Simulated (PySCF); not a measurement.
## Input and output

DyCl3(NH3) (singlet in the valence; each metal's 4f electrons, 9 of them, lie in its core potential, out of spins and levels). PySCF 2.14.0, RKS PBE, Dy lcecp-1-SVP with ECP55, Cl def2-SVP, N def2-SVP, H def2-SVP; non-relativistic Hamiltonian with scalar-relativistic core potentials where named; density fitting; no spin-orbit coupling. Purpose: all atoms moved at random, sigma 0.06 A.

```python
mol = gto.M(atom='''
Dy     0.09128    -0.00778     0.05112
Cl     1.15353     1.78485     1.14806
Cl    -1.88823    -1.19050     1.19043
Cl     1.20602    -1.16137    -1.92494
N     -1.43169     1.33609    -1.35372
H     -2.09180     2.11664    -0.77845
H     -0.77557     2.01146    -1.97747
H     -2.00215     0.84922    -2.09363''',
    basis={'Dy': 'lcecp-1-SVP', 'Cl': 'def2-SVP', 'N': 'def2-SVP', 'H': 'def2-SVP'},
    ecp={'Dy': 'lcecp-1-SVP'},
    charge=0, spin=0)
mf = dft.RKS(mol, xc='PBE')
mf.grids.atom_grid = (50, 194)  # f atoms: unpruned, at least (60, 302)
mf = mf.density_fit()  # fitting sets: Dy AutoAux, Cl def2-universal-JKFIT, N def2-universal-JKFIT, H def2-universal-JKFIT
mf.conv_tol = 1e-08; mf.max_cycle = 55
mf.kernel(dm0)  # dm0: converged density of the relaxed state
mf.nuc_grad_method().kernel()
```

Run from Python with OMP_NUM_THREADS=2; the lines above give its settings. Where DIIS fails, smearing, a level shift and second-order steps follow.
It took 19 s on 2 threads of Intel(R) Xeon(R) Processor @ 2.50GHz (Skylake/Cascade Lake) (shared host), from an already converged density.

Problem. Where do the frontier levels lie, over both spins?

Solution. HOMO -6.75 eV, LUMO -2.11 eV. The 4f levels lie in the core potential and are missing.

Problem. What does the SCF print?

Solution. 
```
init E= -1473.32956481712
cycle= 1 E= -1473.4117606609  delta_E= -0.0822  |g|= 0.205  |ddm|= 0.408
cycle= 2 E= -1473.3820929506  delta_E= 0.0297  |g|= 0.41  |ddm|= 0.612
cycle= 3 E= -1473.42375710693  delta_E= -0.0417  |g|= 0.0333  |ddm|= 0.367
cycle= 4 E= -1473.42404632257  delta_E= -0.000289  |g|= 0.0149  |ddm|= 0.0563
...
cycle= 8 E= -1473.42410698732  delta_E= -2.5e-08  |g|= 7.3e-05  |ddm|= 0.000456
cycle= 9 E= -1473.424106989  delta_E= -1.68e-09  |g|= 1.01e-05  |ddm|= 0.0001
Extra cycle  E= -1473.42410698897  delta_E= 3.5e-11  |g|= 1.4e-05  |ddm|= 3.11e-05
converged SCF energy = -1473.42410698897
```

Problem. What are the Mulliken charges and spins?

Solution. 
```csv
atom,charge (e),spin (e)
Dy1,0.609,0.000
Cl2,-0.240,0.000
Cl3,-0.328,0.000
Cl4,-0.320,0.000
N5,-0.326,0.000
H6,0.217,0.000
H7,0.195,0.000
H8,0.193,0.000
```
The spin of the 4f electrons in the core isn't counted.

Problem. What forces act on the atoms (eV/Å)?

Solution. 
```
Dy  -1.58 -2.15 -1.06
Cl   0.94  1.57  0.94
Cl   0.56  0.30 -0.22
Cl  -0.12  0.24  0.33
N   -0.13  3.97 -0.43
H    1.83 -2.70 -1.96
H   -1.60 -1.62  1.55
H    0.10  0.39  0.84
```
Forces carry noise of the integration grid, about 0.01 to 0.03 eV/Å.

Problem. How does its energy compare with the relaxed singlet of charge +0 in vacuum?

Solution. It lies 0.695 eV higher.

An lcecp potential fixes the number of 4f electrons, so in runs with it no electron can move into or out of that shell.
